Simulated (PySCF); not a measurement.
# Electron correlation in Dy (dysprosium, neutral)

[Xe] 4f10 6s2, one real determinant. Calculation: PySCF 2.14, in x2c-TZVPPall with one added diffuse shell each of s, p, d, f type (12s8p8d5f2g, 129 functions); scalar relativity by spin-free X2C-1e. Frozen: [Ar] 3d10; 38 electrons correlated.

MP2 pair energies summed by pair of shells (mhartree):

```csv
pair,energy,share (%)
4f-4f,-340.37,22.8
4d-4f,-309.12,20.7
4f-5p,-211.42,14.2
4d-4d,-121.83,8.2
5p-5p,-120.67,8.1
4d-5p,-62.29,4.2
4f-5s,-46.32,3.1
4p-4d,-42.20,2.8
4p-4f,-39.87,2.7
5s-5p,-32.09,2.2
5p-6s,-30.61,2.1
4d-5s,-24.54,1.6
6s-6s,-18.28,1.2
4s-4d,-17.09,1.1
4f-6s,-16.73,1.1
4s-4f,-15.14,1.0
4p-4p,-10.50,0.7
4p-5p,-8.16,0.5
5s-5s,-6.03,0.4
4s-4p,-4.55,0.3
4p-5s,-4.51,0.3
4d-6s,-2.50,0.2
5s-6s,-1.49,0.1
4s-4s,-1.41,0.1
4s-5p,-0.88,0.1
4s-5s,-0.76,0.1
4p-6s,-0.31,0.0
4s-6s,-0.05,0.0
```

Total MP2 correlation energy: -1489.7 mhartree.

Same-spin part -570.57 and opposite-spin part -919.15 mhartree; SCS-MP2 scales them by 1/3 and 6/5 to -1293.2 mhartree.

The reference is one real determinant that mixes LS terms of this configuration.

This basis was not built for core-valence correlation, so the inner-shell part is incomplete.
